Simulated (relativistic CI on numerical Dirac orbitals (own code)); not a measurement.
**One change at a time: Zr²⁹⁺**

Base calculation: Dirac-Coulomb-Breit CI, KLI orbitals optimised for each configuration, a model potential for QED, unscaled Slater integrals.

Configuration list (outside the closed core [Ne]): 3s, 3p, 3d, 4s, 4p, 4d, 4f, 5s, 5p, 5d, 5f, 5g, 6s, 6p, 6d, 7s, 7p. Levels of other configurations are missing.

Variants: (1) QED terms removed; (2) one mean potential for all configurations. Shifts of the energy above 3s ²S1/2, in eV, for the lowest level and the first level of each name with at least 55 % of one term (blank where a level changes its place among those of its configuration and J or its character, or is not in the variant):

| Level | Base | Δ(1) | Δ(2) |
| --- | --- | --- | --- |
| 3s ²S1/2 | 0.00 | 0.00 | 0.00 |
| 3p ²P°1/2 | 65.64 | +0.50 | +0.04 |
| 3p ²P°3/2 | 86.91 | +0.46 | +0.03 |
| 3d ²D3/2 | 173.40 | +0.50 | +0.02 |
| 3d ²D5/2 | 177.66 | +0.49 | +0.02 |
| 4s ²S1/2 | 727.39 | +0.29 | +0.01 |
| 4p ²P°1/2 | 754.27 | +0.49 | +0.02 |
| 4p ²P°3/2 | 762.81 | +0.47 | +0.02 |
| 4d ²D3/2 | 795.24 | +0.49 | +0.01 |
| 4d ²D5/2 | 797.12 | +0.48 | +0.01 |
| 4f ²F°5/2 | 813.49 | +0.48 | +0.02 |
| 4f ²F°7/2 | 814.25 | +0.48 | +0.02 |
| 5s ²S1/2 | 1047.25 | +0.38 | +0.03 |
| 5p ²P°1/2 | 1060.72 | +0.48 | +0.04 |
| 5p ²P°3/2 | 1064.99 | +0.48 | +0.03 |
| 5d ²D3/2 | 1080.79 | +0.48 | +0.04 |
| 5d ²D5/2 | 1081.76 | +0.48 | +0.04 |
| 5f ²F°5/2 | 1089.89 | +0.48 | +0.02 |
| 5f ²F°7/2 | 1090.28 | +0.48 | +0.02 |
| 5g ²G7/2 | 1091.24 | +0.48 | +0.05 |
| 5g ²G9/2 | 1091.48 | +0.48 | +0.05 |
| 6s ²S1/2 | 1215.99 | +0.43 | +0.04 |

At this charge energies of transitions that change n are usually good to better than 1 %, and those within a shell (Δn = 0) to a few per cent.

Ionisation energy from the two ground configurations alone: base 1581.54 eV; QED terms removed 1582.02 eV. The NIST ASD value (semi-empirical) is 1582.37 eV.
